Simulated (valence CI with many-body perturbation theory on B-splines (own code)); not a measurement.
Yb XXXVIII: calculated level list

Calculated by valence CI with perturbative core correlation (CI+MBPT): five valence electrons over a frozen Dirac-Fock core [Ar] 3d10, a basis of 11 s, 11 p, 10 d, 8 f, 5 g, 2 h functions for each j, with the one-electron correlation potential Σ1, the two-electron term Σ2, the three-electron term Σ3, Breit, model QED; selected CI, second order for the rest, scaled by the run's own slope (own B-spline code, finite nucleus).

No measured spectrum was set against this ion. As an estimate, large intervals hold to a few tenths of a per cent, small ones and those within an open d or f shell to about a per cent. Among the levels kept, up to 2100 cm⁻¹ of a level comes from second order outside the variational space, and about a tenth of that is noise between levels of different J, which matters for small intervals.

Levels 91 to 135 of 173, with energies above the lowest level, (4s^2 4p1/2^2 4p3/2) J=3/2. "Leading %" is the weight of the configuration and term that name the level; weights of strongly mixed levels are sums over their largest components and can fall short. In the jj column 3d3/2^4 stands for four electrons in 3d with j = 3/2. Lifetimes count E1, E2, E3, M1 and M2 decay at the calculated energies, and are blank where another channel may lead or the interval is too uncertain; long ones can be off by a factor of two.

```csv
No.,Configuration,Term,J,E (eV),Leading %,Lifetime,Leading jj,g
91,4s²4p²4f,⁴D°,5/2,382.33,13,5.82 ps,4s^2 4p1/2 4p3/2 4f7/2 (38 %),1.187
92,4s4p³4d,⁴D°,5/2,383.38,23,3.96 ps,4s 4p1/2 4p3/2^2 4d5/2 (55 %),1.284
93,4s²4p²4f,⁴D°,3/2,383.94,23,1.66 ps,4s^2 4p1/2 4p3/2 4f5/2 (42 %),1.139
94,4s4p³4d,⁴D°,1/2,384.21,26,1.42 ps,4s 4p1/2 4p3/2^2 4d3/2 (53 %),0.488
95,4s²4p²4f,²G°,7/2,384.42,14,10.4 ps,4s^2 4p1/2 4p3/2 4f7/2 (42 %),1.134
96,4s4p³4d,⁴P°,3/2,385.69,16,898 fs,4s 4p1/2 4p3/2^2 4d3/2 (42 %),1.181
97,4s4p³4d,⁴P°,5/2,385.72,24,954 fs,4s^2 4p1/2 4d3/2 4d5/2 (34 %),1.200
98,4s²4p²4f,²F°,7/2,387.45,33,4.11 ps,4s^2 4p1/2 4p3/2 4f7/2 (43 %),1.197
99,4s4p³4d,⁴S°,3/2,387.96,17,1.41 ps,4s 4p1/2 4p3/2^2 4d5/2 (61 %),1.376
100,4s²4p²4f,²D°,5/2,388.02,11,2.13 ps,4s 4p1/2 4p3/2^2 4d5/2 (50 %),1.286
101,4s4p³4d,²P°,1/2,388.45,42,719 fs,4s 4p1/2 4p3/2^2 4d3/2 (70 %),0.990
102,4s²4p²4f,⁴G°,9/2,388.89,25,5.39 ps,4s^2 4p1/2 4p3/2 4f7/2 (46 %),1.173
103,4s4p³4d,²F°,7/2,390.06,47,2.67 ps,4s 4p1/2 4p3/2^2 4d5/2 (61 %),1.156
104,4s4p³4d,²D°,3/2,391.06,15,1.23 ps,4s 4p1/2 4p3/2^2 4d5/2 (24 %),1.086
105,4s4p³4d,²G°,9/2,391.38,35,4.87 ps,4s^2 4p1/2 4p3/2 4f7/2 (51 %),1.150
106,4s4p³4d,⁴D°,5/2,391.53,28,1.40 ps,4s 4p1/2 4p3/2^2 4d5/2 (61 %),1.219
107,4s²4p²4f,⁴G°,5/2,391.86,23,1.13 ps,4s^2 4p1/2 4p3/2 4f5/2 (54 %),0.927
108,4s²4p²4f,²G°,7/2,392.54,18,1.30 ps,4s^2 4p1/2 4p3/2 4f5/2 (28 %),1.108
109,4s²4p²4f,⁴F°,3/2,392.73,32,1.10 ps,4s^2 4p1/2 4p3/2 4f5/2 (40 %),0.861
110,4s²4p²4f,⁴G°,9/2,393.45,30,1.42 ps,4s^2 4p1/2 4p3/2 4f5/2 (31 %),1.144
111,4s²4p²4f,⁴G°,7/2,393.78,20,1.85 ps,4s 4p1/2 4p3/2^2 4d5/2 (41 %),1.070
112,4s²4p²4f,²H°,11/2,394.26,54,4.18 ps,4s^2 4p1/2 4p3/2 4f7/2 (86 %),1.164
113,4s4p³4d,²F°,5/2,396.32,36,6.83 ps,4s 4p1/2 4p3/2^2 4d5/2 (60 %),1.015
114,4s4p³4d,⁴D°,7/2,396.76,33,1.34 ps,4s 4p1/2 4p3/2^2 4d5/2 (69 %),1.259
115,4s4p³4d,²D°,3/2,397.14,12,1.97 ps,4s 4p1/2 4p3/2^2 4d5/2 (43 %),1.231
116,4s4p³4d,²G°,9/2,397.92,33,1.62 ps,4s 4p1/2 4p3/2^2 4d5/2 (42 %),1.139
117,4s²4p²4f,⁴D°,7/2,399.96,14,971 fs,4s^2 4p1/2 4p3/2 4f5/2 (38 %),1.163
118,4s4p³4d,²D°,3/2,400.59,12,1.20 ps,4s 4p1/2 4p3/2^2 4d5/2 (38 %),1.002
119,4s²4p²4f,⁴D°,5/2,400.60,14,1.06 ps,4s 4p1/2 4p3/2^2 4d5/2 (36 %),1.069
120,4s4p³4d,²S°,1/2,401.31,17,1.04 ps,4s 4p1/2 4p3/2^2 4d5/2 (26 %),0.765
121,4s4p³4d,²P°,3/2,401.74,23,822 fs,4s 4p1/2 4p3/2^2 4d3/2 (31 %),1.107
122,4s²4p²4f,⁴F°,5/2,402.87,10,943 fs,4s 4p1/2 4p3/2^2 4d3/2 (27 %),1.006
123,4s²4p4d²,²P°,1/2,403.91,32,1.26 ps,4s^2 4p1/2 4d5/2^2 (42 %),0.551
124,4s4p³4d,²D°,3/2,404.54,15,1.20 ps,4s 4p1/2 4p3/2^2 4d5/2 (45 %),1.112
125,4s²4p4d²,²F°,5/2,404.66,13,1.38 ps,4s 4p1/2 4p3/2^2 4d5/2 (39 %),1.122
126,4s²4p²4f,²G°,9/2,406.09,36,1.51 ps,4s^2 4p1/2 4p3/2 4f7/2 (37 %),1.032
127,4s²4p²4f,²G°,7/2,406.46,13,1.19 ps,4s 4p1/2 4p3/2^2 4d5/2 (38 %),1.108
128,4s4p³4d,²S°,1/2,409.74,22,1.03 ps,4s 4p1/2 4p3/2^2 4d5/2 (52 %),0.953
129,4s4p³4d,²D°,5/2,410.38,21,1.03 ps,4s 4p1/2 4p3/2^2 4d5/2 (47 %),1.178
130,4s4p³4d,²P°,3/2,410.53,17,972 fs,4s 4p1/2 4p3/2^2 4d5/2 (58 %),1.177
131,4s²4p²4f,²F°,7/2,411.74,26,851 fs,4s^2 4p1/2 4p3/2 4f7/2 (30 %),1.109
132,4s4p³4d,²F°,5/2,414.77,12,951 fs,4s 4p1/2 4p3/2^2 4d5/2 (60 %),1.011
133,4p⁵,²P°,1/2,419.37,40,758 fs,4p1/2 4p3/2^4 (40 %),0.862
134,4s4p³4d,²D°,3/2,419.52,24,786 fs,4s 4p1/2 4p3/2^2 4d5/2 (50 %),1.032
135,4s4p²4d²,⁶G,3/2,430.73,39,20.1 ps,4s 4p1/2^2 4d3/2^2 (89 %),0.388
```

Where two levels of one J and parity lie close, their mixing, g and order are uncertain.
